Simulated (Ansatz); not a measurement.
`N[SiH2]C=[Se]` → `N=C([SiH3])[SeH]`  (isomerisation)

Computed with Ansatz on PBE0-D4/def2-TZVP structures; ΔE is electronic, products minus reactants. CCSD(T)/CBS is the MP2 limit (def2-TZVPP, def2-QZVPP) plus CCSD(T) − MP2 in def2-TZVPP, frozen cores. Functionals use def2-TZVPP. B3LYP here is the variant with VWN-RPA as its local correlation; programs differ in this. For Se outer-core shells are correlated without core-valence functions, which leaves a few kJ/mol of doubt a bond. Scalar relativity is left out up to krypton. Each species was taken in one conformer, which may not be the lowest.

`N[SiH2]C=[Se]`:

Cartesian coordinates in Å:
```
N -0.668 0.495 1.230
Si 0.634 -0.130 0.331
C 0.099 -0.207 -1.463
Se -1.532 0.122 -2.023
H -0.713 0.474 2.233
H -1.577 0.521 0.791
H 1.851 0.725 0.412
H 1.067 -1.512 0.701
H 0.840 -0.487 -2.213
```

`N=C([SiH3])[SeH]`:

```xyz
9

N    -1.756   -0.858    0.233
C    -0.808   -0.021    0.258
Si    0.941   -0.272   -0.420
Se   -1.198    1.677    1.068
H    -1.473   -1.731   -0.211
H     1.000   -1.645   -0.985
H     1.929   -0.117    0.678
H     1.218    0.737   -1.472
H     0.147    2.229    0.851
```

(1) Is it downhill or uphill in electronic energy at CCSD(T)/CBS, and by how much? (Estimate.)

(2) What do these levels give: PBE-D4, r2SCAN-D4, B3LYP-D4, ωB97X-V, B2PLYP, PBE0, HF/def2-TZVPP, SCS-MP2/def2-TZVPP, CCSD/def2-TZVPP, CCSD(T)/def2-TZVPP, SCS-MP2/def2-QZVPP, CCSD/CBS(def2)? (Best estimate.)

Largest T1 diagnostic among the species: 0.014.

Answers

(1) Ansatz gave: Uphill: ΔE = +21.8 kcal/mol.

(2) Computed: PBE-D4 15.6, r2SCAN-D4 17.5, B3LYP-D4 17.9, ωB97X-V 17.4, B2PLYP 19.9, PBE0 17.7, HF/def2-TZVPP 19.5, SCS-MP2/def2-TZVPP 20.5, CCSD/def2-TZVPP 19.9, CCSD(T)/def2-TZVPP 19.9, SCS-MP2/def2-QZVPP 21.7, CCSD/CBS(def2) 21.9 kcal/mol.

From PBE to PBE0 (25 % exact exchange), in def2-TZVPP and without D4, ΔE moves by +2.0 kcal/mol.
